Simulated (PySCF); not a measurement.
## Atomic charges by several schemes

Species: C4H6SSi.
Z-matrix (Å and degrees, GFN2-xTB geometry), rows numbered from 1:
```
S 
Si  1  2.1575
C   2  1.8866  1  114.32
C   3  1.3379  2  108.81  1  -117.64
C   4  1.4577  3  116.52  2     0.82
C   5  1.3379  4  116.52  3     0.02
H   1  1.3244  2   96.58  3    50.51
H   2  1.4528  1  104.46  3   129.50
H   3  1.0763  2  128.49  1    63.32
H   4  1.0810  3  124.13  2  -179.55
H   5  1.0810  4  119.34  3   179.66
H   6  1.0763  2  128.51  1   -63.40
```

Density: PBE0/pcSseg-1 (PySCF); schemes: Mulliken, IAO, Hirshfeld and ESP-fitted. Geometry: GFN2-xTB, one conformer, isolated molecule.

Do the Mulliken, IAO, Hirshfeld and ESP-fitted schemes agree on where the charge is highest?

All schemes agree: Mulliken Si2 (+0.806); IAO Si2 (+0.822); Hirshfeld Si2 (+0.333); ESP-fitted Si2 (+0.539).

For which atoms does the sign change between the 4 schemes (beyond +0.03 e in one, beyond −0.03 e in another)?

For none.

Give the atomic charges in each scheme.

In e:

```csv
atom,environment,Mulliken,IAO,Hirshfeld,ESP-fitted
S1,sulfur bonded to Si and H,-0.372,-0.305,-0.142,-0.401
Si2,SiH silicon,+0.806,+0.822,+0.333,+0.539
C3,alkene CH carbon,-0.392,-0.446,-0.150,-0.497
C4,alkene CH carbon,-0.100,-0.132,-0.040,+0.012
C5,alkene CH carbon,-0.100,-0.132,-0.040,+0.013
C6,alkene CH carbon,-0.392,-0.446,-0.150,-0.504
H7,S–H hydrogen,+0.162,+0.110,+0.058,+0.239
H8,Si–H hydrogen,-0.040,-0.099,-0.061,-0.011
H9,vinylic hydrogen,+0.116,+0.161,+0.044,+0.198
H10,vinylic hydrogen,+0.099,+0.153,+0.052,+0.106
H11,vinylic hydrogen,+0.099,+0.153,+0.052,+0.106
H12,vinylic hydrogen,+0.116,+0.161,+0.044,+0.201
```

Mean size of the charges over all atoms: IAO 0.260 e, ESP-fitted 0.236 e, Mulliken 0.233 e, Hirshfeld 0.097 e. Each set sums to the total charge, 0, to within 0.001 e. The ESP scheme is a least-squares fit of atom-centred charges to the potential on four shells outside the van der Waals surface, with the total charge fixed. The Hirshfeld scheme divides the density at each point in proportion to the densities of the neutral, spherically averaged free atoms.

Sum the charges by element, for elements with more than one atom.

```json
{"element": "C", "atoms": "4", "Mulliken": "-0.984", "IAO": "-1.156", "Hirshfeld": "-0.380", "ESP-fitted": "-0.977"}
{"element": "H", "atoms": "6", "Mulliken": "+0.550", "IAO": "+0.639", "Hirshfeld": "+0.189", "ESP-fitted": "+0.839"}
```

How closely do the schemes follow one another over all atoms?

Correlation coefficient and root-mean-square difference: Mulliken with Hirshfeld 0.99, 0.189 e; IAO with Hirshfeld 0.99, 0.206 e; Mulliken with IAO 0.99, 0.049 e; Mulliken with ESP-fitted 0.94, 0.109 e; IAO with ESP-fitted 0.93, 0.119 e; Hirshfeld with ESP-fitted 0.92, 0.194 e.

How many electrons does the ESP-fitted scheme count on C6?

Z − q = 6 − (-0.504) = 6.504.

The run behind these numbers computed NMR shieldings as well. On an Arm Neoverse N1 with one thread, shared host with 64 logical CPUs at a one-minute load of 59, this took 40 s of wall time (grids of density and orbitals included) and 0.70 GiB of memory at its peak.
